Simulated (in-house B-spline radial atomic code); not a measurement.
Successive ionisation energies of thulium; each step leads to the configuration of the next row (after the last: [Ar] 3d10 4s2 4p1/2(2) 4p3/2(2)). Dirac energy differences include first-order Breit, QED and recoil terms. NIST's values go from ground level to ground level; the uncertainty of those that are theory runs from under 0.1 % in few-electron ions to several per cent in heavy many-electron ones. Computed with a radial B-spline atomic code at the basis-set limit: Dirac-Hartree-Fock, jj configuration that fills j = l - 1/2 first, finite nuclei.

A number in brackets counts the electrons of a j subshell.

| ion | configuration | ionisation energy (eV) | tabulated value (eV) | computed minus tabulated (eV) | highest orbital | largest mean radius (bohr) |
| --- | --- | --- | --- | --- | --- | --- |
| Tm24+ | [Kr] 4d3/2(4) 4d5/2(5) | 868.5 | 866 | 2.5 | 4d5/2 | 0.50614 |
| Tm25+ | [Kr] 4d3/2(4) 4d5/2(4) | 912.6 | 911 | 1.6 | 4d5/2 | 0.50134 |
| Tm26+ | [Kr] 4d3/2(4) 4d5/2(3) | 957.4 | 958 | -0.6 | 4d5/2 | 0.49666 |
| Tm27+ | [Kr] 4d3/2(4) 4d5/2(2) | 1002.9 | 1004 | -1.1 | 4d5/2 | 0.49208 |
| Tm28+ | [Kr] 4d3/2(4) 4d5/2(1) | 1048.9 | 1050 | -1.1 | 4d5/2 | 0.4876 |
| Tm29+ | [Kr] 4d3/2(4) | 1109.9 | 1110 | -0.1 | 4d3/2 | 0.48142 |
| Tm30+ | [Kr] 4d3/2(3) | ? | ? | ? | ? | ? |
| Tm31+ | [Kr] 4d3/2(2) | ? | ? | ? | ? | ? |
| Tm32+ | [Kr] 4d3/2(1) | ? | ? | ? | ? | ? |
| Tm33+ | [Ar] 3d10 4s2 4p6 | 1442.1 | 1442 | 0.1 | 4p3/2 | 0.46876 |
| Tm34+ | [Ar] 3d10 4s2 4p1/2(2) 4p3/2(3) | 1491.3 | 1490 | 1.3 | 4p3/2 | 0.4655 |

(1) Fill in the row of Tm30+.

(2) Fill in the row of Tm31+.

(3) Fill in the row of Tm32+.

Results:

(1) ionisation energy (eV): 1157.6; tabulated value (eV): 1157; computed minus tabulated (eV): 0.6; highest orbital: 4d3/2; largest mean radius (bohr): 0.4782.

(2) ionisation energy (eV): 1205.9; tabulated value (eV): 1207; computed minus tabulated (eV): -1.1; highest orbital: 4d3/2; largest mean radius (bohr): 0.47502.

(3) ionisation energy (eV): 1254.8; tabulated value (eV): 1255; computed minus tabulated (eV): -0.2; highest orbital: 4d3/2; largest mean radius (bohr): 0.47187.
